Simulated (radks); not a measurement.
Numerical settings for the lutetium ion Lu+, [Xe] 4f14 6s2. Calculated with a radial shooting solver on a logarithmic mesh with Libxc functionals: Dirac Kohn-Sham, LDA (Slater exchange, Perdew-Wang correlation), spin-unpolarised, spherical densities, finite nucleus; Fermi nuclear charge, rms radius 5.37 fm. The defaults (mesh step 0.008 in ln r, mesh end at 40 bohr or more with all orbitals vanishing there, Anderson mixing 0.5 over 9 steps, residual threshold near 1e-9 with the energy settled to 1e-9 hartree or 1e-11 of itself, here a cap of 96 iterations) give E = -14570.1553 hartree and 6s1/2 at -11.280 eV in 16 iterations. Run on one thread of a shared host, so times are rough (Arm Neoverse N1): 0.22 s of CPU time, 0.22 s wall, 16 iterations on 2360 mesh points. One setting is changed at a time: mesh step in ln r 0.003; mesh step in ln r 0.03; mesh step in ln r 0.02; mesh end (bohr) 5; mesh end (bohr) 2; residual threshold 0.01; residual threshold 1e-05; mixing 1; linear mixing, mixing 0.5; linear mixing, mixing 0.8; mixing history 2; iteration cap 3. Which runs fail to converge, and which converge to a wrong energy?

Answer. Not converged within the cap: linear mixing, mixing 0.8; iteration cap 3. Settled on a wrong energy, with an occupied level pushed above zero by the early mesh end: mesh end (bohr) 2 (+15.4 hartree). Apart from these: settings that end as converged yet miss the energy by more than 1 mhartree: mesh end (bohr) 5 (+0.129 hartree).
